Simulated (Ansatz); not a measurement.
Consider the ligand exchange at a B–N bond: `BNB` + `[OH][Al]([OH])[F]` → `B[O][Al]([OH])[F]` + `BN`.

Program: Ansatz. Geometries: PBE0-D4/def2-TZVP. ΔE: electronic, gas phase. CBS: MP2 limit from def2 TZ/QZ plus the TZ coupled-cluster correction, frozen cores. This one scheme is used for every species. Functionals use def2-TZVPP. B3LYP here is the variant with VWN-RPA as its local correlation; programs differ in this. Each species was taken in one conformer, which may not be the lowest.

(1) Is it downhill or uphill in electronic energy at CCSD(T)/CBS, and by how much? (An estimate is asked.)

(2) What do these levels give: r2SCAN-D4, ωB97M-V, B3LYP, BHLYP, LC-ωPBE, CCSD(T)/def2-TZVPP? (Best estimate.)

Largest T1 diagnostic among the species: 0.013.

## Answers

(1) Computed: Downhill: ΔE = -35.1 kJ/mol.

(2) The calculation gave: r2SCAN-D4 -39.9, ωB97M-V -37.5, B3LYP -42.0, BHLYP -41.9, LC-ωPBE -39.1, CCSD(T)/def2-TZVPP -36.7 kJ/mol.

At CCSD(T), def2-SVP lies −18.0 kJ/mol from the extrapolated value and def2-TZVPP −1.6 kJ/mol. In def2-TZVPP, CCSD(T) changes the Hartree–Fock value by +6.6 kJ/mol (the triples alone add +0.8 kJ/mol) and MP2 by +9.5 kJ/mol.
